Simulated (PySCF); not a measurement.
C2H7NOSi2, SMILES CC1=N[SiH2]O[SiH2]1.

Coordinates come from a r2SCAN-D4/def2-SVP optimisation. The structure was generated by enumeration, and PubChem lists no compound with its InChIKey, so it may never have been made.

Two levels are set side by side: TDDFT-PBE/def2-SVPD (PySCF) and TDDFT-CAM-B3LYP/def2-SVPD (PySCF). Vertical, same geometry. The lowest singlet is HOMO→LUMO 100 % with PBE and HOMO→LUMO 98 % with the other functional; states are paired by order. Differences are taken from unrounded values.

| quantity | TDDFT-CAM-B3LYP |
|---|---|
| lowest singlet excitation (eV) | 3.99 |
| lowest triplet excitation (TDA) (eV) | 3.35 |
| first bright state (f over 0.05) (eV) | 7.00 |
| its oscillator strength | 0.12 |

Task: What does TDDFT-PBE give, and how far is it from TDDFT-CAM-B3LYP? (The exact figures need the calculation; the answer reports its results.)

Result: 
```tsv
quantity	TDDFT-PBE	TDDFT-PBE minus TDDFT-CAM-B3LYP
lowest singlet excitation (eV)	3.80	-0.19
lowest triplet excitation (TDA) (eV)	3.16	-0.19
first bright state (f over 0.05) (eV)	6.27	-0.73
its oscillator strength	0.11	-0.01
```

A lower first singlet is the usual sign of a functional without exact exchange. Differences between two approximate levels are no errors against the true value.

Rough cost on one machine, each run with all the roots and properties that it gave: TDDFT-CAM-B3LYP against TDDFT-PBE about 8 times.
